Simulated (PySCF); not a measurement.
**Magnetisability: `[PH+]1([BH3-])C=C1`, C2H6BP**

Molfile (atoms numbered from 1):
```
C2H6BP
     RDKit          3D

 10 10  0  0  0  0  0  0  0  0999 V2000
   -1.6872    0.0050    0.3423 B   0  0  0  0  0  0  0  0  0  0  0  0
    0.0932   -0.4936   -0.1351 P   0  0  0  0  0  0  0  0  0  0  0  0
    1.3942    0.4967   -0.8621 C   0  0  0  0  0  0  0  0  0  0  0  0
    1.6484    0.2133    0.3971 C   0  0  0  0  0  0  0  0  0  0  0  0
   -2.3319   -0.2830   -0.6560 H   0  0  0  0  0  0  0  0  0  0  0  0
   -1.9261   -0.7210    1.2972 H   0  0  0  0  0  0  0  0  0  0  0  0
   -1.6250    1.1956    0.5966 H   0  0  0  0  0  0  0  0  0  0  0  0
    0.3407   -1.8497   -0.4898 H   0  0  0  0  0  0  0  0  0  0  0  0
    1.7559    1.0538   -1.7267 H   0  0  0  0  0  0  0  0  0  0  0  0
    2.3499    0.3914    1.2123 H   0  0  0  0  0  0  0  0  0  0  0  0
  1  2  1  0
  2  3  1  0
  3  4  2  0
  4  2  1  0
  1  5  1  0
  1  6  1  0
  1  7  1  0
  2  8  1  0
  3  9  1  0
  4 10  1  0
M  CHG  2   1  -1   2   1
M  END
```

Method used: PySCF, GIAO wB97X-D/pcSseg-1 magnetisability, rotational g tensor and spin-rotation constants, non-relativistic, gas phase. Geometry: PBE0-D3(BJ)/def2-SVP.

How diamagnetic is it, and how anisotropic?

Isotropic -816 × 10⁻³⁰ J/T², or -49.1 × 10⁻⁶ cm³/mol; principal values -1088, -727, -632 × 10⁻³⁰ J/T², anisotropy 417 × 10⁻³⁰ J/T² (root of half the summed squared differences of the principal values). The susceptibility is in cgs units.

Split it along the inertial axes a, b, c into diamagnetic and paramagnetic parts about the centre of mass, with the quadrupole moment.


```
axis  χ (10⁻⁶ cm³/mol)  diamagnetic (10⁻⁶ cm³/mol)  paramagnetic (10⁻⁶ cm³/mol)  summed x² of all electrons (Å²)  quadrupole Θ (D Å)
   a             -47.7                      -153.2                        105.6                             71.5               -6.70
   b             -38.0                      -377.3                        339.3                             18.7               +5.39
   c             -61.6                      -382.3                        320.7                             17.5               +1.31
```
Anisotropies 2χaa − χbb − χcc = +4.3 and 2χbb − χaa − χcc = +33.3 × 10⁻⁶ cm³/mol. Θ is traceless in Buckingham's convention.

And the rotational g tensor?


```tsv
axis	rotational constant (GHz)	g	nuclear part	electronic part
a	15.9712	-0.0842	0.7078	-0.7920
b	4.1311	-0.0543	0.6041	-0.6585
c	4.0377	-0.0038	0.6046	-0.6083
```
Asymmetric top; isotopes 11B, 12C, 1H, 31P; no vibrational averaging.
